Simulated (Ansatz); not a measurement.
Job for Ansatz (a program for electronic structure): R-B3LYP/def2-TZVPPD on C2H6Se (a complex), monomers drawn apart or pushed together. Files ending in .json are basis or fitting sets from the Basis Set Exchange.

Ansatz 0.2 input:
```yaml
crystal:
  periodic: [false, false, false]
  atoms:
    - {symbol: C, position_ang: [-0.30346475, 0.63998212, -0.06601888]}
    - {symbol: C, position_ang: [0.10920536, -0.61537879, 0.03457647]}
    - {symbol: H, position_ang: [-1.34818959, 0.88666125, -0.21210950]}
    - {symbol: H, position_ang: [0.38531656, 1.47332030, -0.00289293]}
    - {symbol: H, position_ang: [1.15309053, -0.86200671, 0.18418310]}
    - {symbol: H, position_ang: [-0.58039115, -1.44876279, -0.02491021]}
    - {symbol: Se, position_ang: [0.54597692, 0.62373428, 4.85251182]}
    - {symbol: H, position_ang: [-0.82257485, 0.16124528, 4.59285548]}
    - {symbol: H, position_ang: [0.30101065, 0.66731657, 6.30495621]}
basis:
  gaussian:
    orbitals: def2-TZVPPD.json
hamiltonian:
  xc: {name: B3LYP}
scf: {lower_state_search: off}
```

Problem. Predict the final total energy.

Solution. -2481.4167 hartree.

Problem. How many basis functions does it have, and what does it roughly cost on one machine?

Solution. 233 functions; roughly 7 core-seconds.
